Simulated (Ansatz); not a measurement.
**Ligand exchange: GeH2(CH3)Cl + InHCl2 → GeH2Cl2 + InH(CH3)Cl**

Gas-phase species: GeH2(CH3)Cl, singlet; InHCl2 `[Cl][InH][Cl]`, singlet; GeH2Cl2 `[Cl][GeH2][Cl]`, singlet; InH(CH3)Cl, singlet. The partners trade CH3 for Cl: Ge–CH3 and In–Cl bonds give way to Ge–Cl and In–CH3.

Shapes, held fixed at every level: PBE0-D4/def2-TZVP. Programs: Ansatz 0.2.0. The zero-point and thermal change to 298 K, harmonic and unscaled (PBE0-D4/def2-TZVP), is -1.3 kJ/mol.

Problem. Estimate ΔH(298 K) of this reaction.

Solution. The highest level, CCSD(T)/def2-TZVPP, gives ΔH(298 K) = +50.0 kJ/mol; the levels span +49.4 to +59.3. The column of differences is taken from that level and isn't an error. No measured value is set beside it here. For atoms past krypton def2 sets carry core potentials with scalar relativity. Relativity is left out for Ge. Outer-core shells of Ge, In are correlated, in sets that cover them unevenly.

| level | kind | ΔH(298 K) (kJ/mol) | less CCSD(T)/def2-TZVPP |
| --- | --- | --- | --- |
| B3LYP-D4/def2-TZVPP | global hybrid | +49.4 | -0.6 |
| PBE0-D4/def2-TZVPP | global hybrid | +50.0 | 0.0 |
| wB97X-V/def2-TZVPP | range-separated hybrid | +51.9 | +1.9 |
| B2PLYP/def2-TZVPP | double hybrid | +50.1 | +0.1 |
| MP2/def2-SVP | perturbation theory | +59.1 | +9.1 |
| CCSD(T)/def2-SVP | coupled cluster or CI | +58.3 | +8.3 |
| CCSD/def2-SVP | coupled cluster or CI | +59.3 | +9.3 |
| CCSD(T)/def2-TZVPP | coupled cluster or CI | +50.0 | 0.0 |
